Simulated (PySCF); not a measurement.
C₃H₃N₂, multiplicity 2. Atoms are numbered in the order given.

```xyz
8

C     -1.1829    -0.0862     0.0000
C     -0.5210     1.1229     0.0000
C      0.8409     0.7150     0.0000
N      0.9788    -0.6106     0.0000
N     -0.2878    -1.0887     0.0000
H     -0.9369     2.1262     0.0000
H      1.7299     1.3463     0.0000
H     -0.4521    -2.0876     0.0000
```
Charge 0, spin multiplicity 2.

Geometry optimised at B3LYP-D3(BJ)/def2-SVP. The isomer is the one that the SMILES or the coordinates give; other isomers of the formula were not compared.

These are ωB97X/def2-TZVP (PySCF) values and carry that method's errors.

ESP charges are fitted to the potential on shells at 1.4 to 2.0 van der Waals radii. Atomic charges (e):

```json
[
 {"atom": "C1", "Löwdin": "-0.09", "meta-Löwdin": "0.04", "ESP fit": "0.01", "Mulliken spin": "0.96"},
 {"atom": "C2", "Löwdin": "-0.23", "meta-Löwdin": "-0.24", "ESP fit": "-0.38", "Mulliken spin": "-0.02"},
 {"atom": "C3", "Löwdin": "-0.26", "meta-Löwdin": "-0.04", "ESP fit": "0.17", "Mulliken spin": "0.06"},
 {"atom": "N4", "Löwdin": "0.01", "meta-Löwdin": "-0.24", "ESP fit": "-0.47", "Mulliken spin": "0.03"},
 {"atom": "N5", "Löwdin": "0.11", "meta-Löwdin": "-0.08", "ESP fit": "0.04", "Mulliken spin": "-0.03"},
 {"atom": "H6", "Löwdin": "0.14", "meta-Löwdin": "0.14", "ESP fit": "0.21", "Mulliken spin": "0.00"},
 {"atom": "H7", "Löwdin": "0.14", "meta-Löwdin": "0.13", "ESP fit": "0.12", "Mulliken spin": "0.00"},
 {"atom": "H8", "Löwdin": "0.19", "meta-Löwdin": "0.27", "ESP fit": "0.30", "Mulliken spin": "0.00"}
]
```

Computed Mayer and Wiberg (Löwdin basis) orders of the bonds:
| bond | Mayer | Wiberg |
|---|---|---|
| C1–C2 | 1.57 | 1.79 |
| C2–C3 | 1.32 | 1.50 |
| C3–N4 | 1.66 | 1.92 |
| C1–N5 | 1.28 | 1.68 |
| N4–N5 | 1.09 | 1.50 |
| C2–H6 | 0.96 | 0.86 |
| C3–H7 | 0.96 | 0.87 |
| N5–H8 | 0.91 | 0.88 |
